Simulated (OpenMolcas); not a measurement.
## Mn4+: input and output

Input:

```
&GATEWAY
Coord
1

Mn 0.0 0.0 0.0
Basis=ANO-RCC-VDZ
Group=XYZ
NoMove
AngMom=0.0 0.0 0.0
AMFI
RX2C
&SEWARD
* reference wave functions (RASSCF and RASSI steps not shown): 3 electrons in 5 orbitals (3d)
>>> COPY JOB001 $Project.JobIph
&CASPT2
Multistate=10 1 2 3 4 5 6 7 8 9 10
Frozen=1 0
IPEA=0.3
MaxIter=60
WThr=0.0 0.3 0.05
PrWF=0.5
NoMix
>>> COPY JOB002 $Project.JobIph
&CASPT2
Multistate=40 1 2 3 4 5 6 7 8 9 10 11 12 13 14 15 16 17 18 19 20 21 22
23 24 25 26 27 28 29 30 31 32 33 34 35 36 37 38 39 40
Frozen=1 0
IPEA=0.3
MaxIter=60
WThr=0.0 0.3 0.05
PrWF=0.5
NoMix
```

Launched by
```bash
OMP_NUM_THREADS=1 MOLCAS_MEM=2252 MOLCAS_PROJECT=a pymolcas a.inp > a.log  # once for each step of the input, in one work folder
```

Output, cut to the results:

```
--- CASPT2 ---
Orbital specifications:
      -----------------------

      Symmetry species                           1   2
                                                ag  au
      Frozen orbitals                            1   0
      Inactive orbitals                          2   6
      Active orbitals                            5   0
      Secondary orbitals                         7   6
      Deleted orbitals                           0   0
      Number of basis functions                 15  12
Type of calculation                        MS-CASPT2
      Fock operator                              state-specific
      IPEA shift                                 0.30
      Real shift                                 0.00
      Imaginary shift                            0.00
      The input orbitals will be transformed to quasi-canonical
Reference energy:       -1153.5624656026
      E2 (Non-variational):      -0.1319298393
      E2 (Variational):          -0.1319298368
      Total energy:           -1153.6943954394
      Residual norm:              0.0000001447
      Reference weight:           0.98097
      Contributions to the CASPT2 correlation energy
      Active & Virtual Only:         -0.0030525881
      One Inactive Excited:          -0.0235608822
      Two Inactive Excited:          -0.1053163689
Reference energy:       -1153.5624656026
      E2 (Non-variational):      -0.1327567045
      E2 (Variational):          -0.1327567016
      Total energy:           -1153.6952223042
      Residual norm:              0.0000001509
      Reference weight:           0.98065
      Contributions to the CASPT2 correlation energy
      Active & Virtual Only:         -0.0031759152
      One Inactive Excited:          -0.0237182179
      Two Inactive Excited:          -0.1058625714
::    CASPT2 Root  1     Total energy:  -1153.69439544
::    CASPT2 Root  2     Total energy:  -1153.69522230
::    CASPT2 Root  3     Total energy:  -1153.69383029
::    CASPT2 Root  4     Total energy:  -1153.69436244
::    CASPT2 Root  5     Total energy:  -1153.69359879
::    CASPT2 Root  6     Total energy:  -1153.69492710
::    CASPT2 Root  7     Total energy:  -1153.69558957
::    CASPT2 Root  8     Total energy:  -1153.61825263
::    CASPT2 Root  9     Total energy:  -1153.61825261
::    CASPT2 Root 10     Total energy:  -1153.61825264
::    MS-CASPT2 Root  1     Total energy:  -1153.69567464
::    MS-CASPT2 Root  2     Total energy:  -1153.69522865
::    MS-CASPT2 Root  3     Total energy:  -1153.69493594
::    MS-CASPT2 Root  4     Total energy:  -1153.69463407
::    MS-CASPT2 Root  5     Total energy:  -1153.69415493
::    MS-CASPT2 Root  6     Total energy:  -1153.69373863
::    MS-CASPT2 Root  7     Total energy:  -1153.69356624
::    MS-CASPT2 Root  8     Total energy:  -1153.61825134
::    MS-CASPT2 Root  9     Total energy:  -1153.61825031
::    MS-CASPT2 Root 10     Total energy:  -1153.61824906
--- CASPT2 ---
Orbital specifications:
      -----------------------

      Symmetry species                           1   2
                                                ag  au
      Frozen orbitals                            1   0
      Inactive orbitals                          2   6
      Active orbitals                            5   0
      Secondary orbitals                         7   6
      Deleted orbitals                           0   0
      Number of basis functions                 15  12
Type of calculation                        MS-CASPT2
      Fock operator                              state-specific
      IPEA shift                                 0.30
      Real shift                                 0.00
      Imaginary shift                            0.00
      The input orbitals will be transformed to quasi-canonical
Reference energy:       -1153.4695853195
      E2 (Non-variational):      -0.1387325970
      E2 (Variational):          -0.1387325949
      Total energy:           -1153.6083179144
      Residual norm:              0.0000000789
      Reference weight:           0.97906
      Contributions to the CASPT2 correlation energy
      Active & Virtual Only:         -0.0050368233
      One Inactive Excited:          -0.0259586259
      Two Inactive Excited:          -0.1077371478
Reference energy:       -1153.4695853195
      E2 (Non-variational):      -0.1386531784
      E2 (Variational):          -0.1386531762
      Total energy:           -1153.6082384957
      Residual norm:              0.0000000804
      Reference weight:           0.97908
      Contributions to the CASPT2 correlation energy
      Active & Virtual Only:         -0.0050363806
      One Inactive Excited:          -0.0259514037
      Two Inactive Excited:          -0.1076653941
::    CASPT2 Root  1     Total energy:  -1153.60831791
::    CASPT2 Root  2     Total energy:  -1153.60823850
::    CASPT2 Root  3     Total energy:  -1153.60833616
::    CASPT2 Root  4     Total energy:  -1153.60834236
::    CASPT2 Root  5     Total energy:  -1153.60819045
::    CASPT2 Root  6     Total energy:  -1153.60832292
::    CASPT2 Root  7     Total energy:  -1153.60831965
::    CASPT2 Root  8     Total energy:  -1153.60833623
::    CASPT2 Root  9     Total energy:  -1153.60830821
::    CASPT2 Root 10     Total energy:  -1153.57146841
::    CASPT2 Root 11     Total energy:  -1153.57425768
::    CASPT2 Root 12     Total energy:  -1153.57086741
::    CASPT2 Root 13     Total energy:  -1153.57407494
::    CASPT2 Root 14     Total energy:  -1153.57569975
::    CASPT2 Root 15     Total energy:  -1153.57180969
::    CASPT2 Root 16     Total energy:  -1153.56798645
::    CASPT2 Root 17     Total energy:  -1153.57533294
::    CASPT2 Root 18     Total energy:  -1153.57020821
::    CASPT2 Root 19     Total energy:  -1153.57165474
::    CASPT2 Root 20     Total energy:  -1153.56942203
::    CASPT2 Root 21     Total energy:  -1153.57870331
::    CASPT2 Root 22     Total energy:  -1153.56888448
...
```

Levels above the lowest, from the spin-orbit matrix with the multistate effective Hamiltonian, averaged by term, added to it:

```csv
Configuration,Term,J,E (eV),Measured (eV),g,Term weight %,Second
3d³,⁴F,3/2,0.0000,0.0000,0.399,100,
3d³,⁴F,5/2,0.0465,0.0445,1.029,100,
3d³,⁴F,7/2,0.1095,0.1035,1.239,100,
3d³,⁴F,9/2,0.1871,0.1751,1.334,100,
3d³,⁴P,1/2,2.137,2.0376,2.656,99,
3d³,⁴P,3/2,2.155,2.0575,1.727,98,
3d³,⁴P,5/2,2.211,2.1138,1.600,100,
3d³,²G,7/2,2.418,2.2184,0.889,100,
3d³,²G,9/2,2.485,2.2812,1.110,99,
3d³,²P,3/2,2.881,,1.081,50,48 ²D(1)
3d³,²P,1/2,2.923,2.8618,0.680,99,
3d³,²D(1),5/2,3.072,3.0537,1.201,100,
3d³,²D(1),3/2,3.091,,1.061,51,48 ²P
3d³,²H,9/2,3.532,3.0965,0.910,99,
3d³,²H,11/2,3.583,3.1410,1.091,100,
3d³,²F,7/2,5.422,5.0119,1.143,100,
3d³,²F,5/2,5.449,5.0470,0.857,100,
3d³,²D(2),5/2,8.120,7.7624,1.200,100,
3d³,²D(2),3/2,8.158,7.7928,0.800,100,
```

Against the 16 measured excited levels shown (Corliss and Sugar, J. Phys. Chem. Ref. Data 6, 1253 (1977)) the mean absolute deviation is 1600 cm-1; the largest miss in energy is 3d³ ²H_11/2: computed 3.583, measured 3.1410 eV (+14.1 %).

CASPT2 breaks the degeneracy within a term, and the mean is taken; among the terms shown or strongly mixed into the levels shown the widest spread is 460 cm-1 (3d³ ⁴F). The basis is small and was not contracted for so high a charge. Measured partners are found by configuration, term and J. A level has none where our copy of the source lacks it or the pairing is in doubt (some pairs that miss far off the trend of their configuration count as doubtful), and it then counts in no deviation. Levels of configurations outside the active space are missing.

The CASPT2 steps took 5.1 s on 1 thread of Intel(R) Xeon(R) Platinum 8559C (Emerald Rapids) (shared host); the integral step is not counted.

The term weight is that of the spin-free term in the level, not the purity of its configuration. A number in round brackets counts repeated terms of one configuration in the order of the reference energies.
